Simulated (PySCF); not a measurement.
# Electronic absorption of C5H6F4

C5H6F4.
SMILES with atom numbers: `[CH3:1]/[C:2]([F:3])=[CH:4]\[CH2:5][C:6]([F:7])([F:8])[F:9]` (hydrogens: H10, H11, H12 on C1; H13 on C4; H14, H15 on C5)

Method: TDDFT CAM-B3LYP/def2-SVPD, vertical, gas phase, core orbitals frozen in the response (PySCF 2.14.0, density-fitted response routines). One conformer (not necessarily the lowest) at the GFN2-xTB geometry, without solvent, vibrations or thermal averaging. Torsions of this conformer, `[CH3:1]/[C:2]([F:3])=[CH:4]\[CH2:5][C:6]([F:7])([F:8])[F:9]`: C2–C4–C5–C6 -109°, C4–C5–C6–F7 -178°.

Question: List the vertical singlet excitations with oscillator strengths and describe the spectrum.

Answer: 

```json
{"state": "S1", "E (eV)": "7.17", "ν̃ (cm⁻¹)": "57800", "f": "0.0072", "main configurations (H = HOMO, L = LUMO)": "H→L (46%), H→L+1 (45%)"}
{"state": "S2", "E (eV)": "7.25", "ν̃ (cm⁻¹)": "58480", "f": "0.429", "main configurations (H = HOMO, L = LUMO)": "H→L (48%), H→L+1 (48%)"}
{"state": "S3", "E (eV)": "7.82", "ν̃ (cm⁻¹)": "63040", "f": "0.0031", "main configurations (H = HOMO, L = LUMO)": "H→L+2 (58%), H→L+5 (16%), H→L+3 (11%)"}
{"state": "S4", "E (eV)": "8.11", "ν̃ (cm⁻¹)": "65400", "f": "0.033", "main configurations (H = HOMO, L = LUMO)": "H→L+3 (79%)"}
{"state": "S5", "E (eV)": "8.56", "ν̃ (cm⁻¹)": "69050", "f": "0.013", "main configurations (H = HOMO, L = LUMO)": "H→L+5 (48%), H→L+4 (22%), H→L+2 (14%)"}
{"state": "S6", "E (eV)": "8.72", "ν̃ (cm⁻¹)": "70330", "f": "0.012", "main configurations (H = HOMO, L = LUMO)": "H→L+4 (56%), H→L+2 (13%), H→L+8 (9%)"}
{"state": "S7", "E (eV)": "8.95", "ν̃ (cm⁻¹)": "72220", "f": "0.0006", "main configurations (H = HOMO, L = LUMO)": "H-1→L (47%), H-1→L+1 (42%)"}
{"state": "S8", "E (eV)": "9.12", "ν̃ (cm⁻¹)": "73550", "f": "0.012", "main configurations (H = HOMO, L = LUMO)": "H→L+7 (64%), H→L+8 (21%)"}
```

Triplets, Tamm–Dancoff:

```
state  E (eV)  λ (nm)  main configurations (H = HOMO, L = LUMO)
   T1    4.37   283.5                    H→L (46%), H→L+1 (43%)
   T2    7.04   176.0                    H→L+1 (50%), H→L (37%)
   T3    7.60   163.1                  H→L+2 (48%), H→L+5 (24%)
```

The lowest singlet comes at 173 nm (691 kJ/mol) in the vacuum ultraviolet; it is weak; its leading configuration is HOMO→LUMO (46%). The most intense listed level is S2 at 7.25 eV (171 nm, f = 0.429), 0.08 eV above S1. Löwdin shares by element: HOMO carbon 70% or more, fluorine 12% or more (atoms not listed hold the other 17%); LUMO carbon 52% or more (atoms not listed hold the other 48%). The oscillator strengths of these states sum to 0.510; summed over the whole spectrum of an exact calculation they would give the number of electrons, 72 (Thomas–Reiche–Kuhn). The listed states span 1.95 eV, and the widest gap between neighbours is 0.57 eV (S2 to S3). Of the 8 states listed, 5 reach f = 0.01 and none stays under 0.0005. Only the lowest 8 singlets were computed, as vertical energies without vibronic structure.

Hardware: one thread, Arm Neoverse N1 (aarch64), shared host with 64 logical CPUs at a one-minute load of 63. Cost: 2.1 min wall (with the writing of density and orbital grids), 1.0 GiB resident at most.
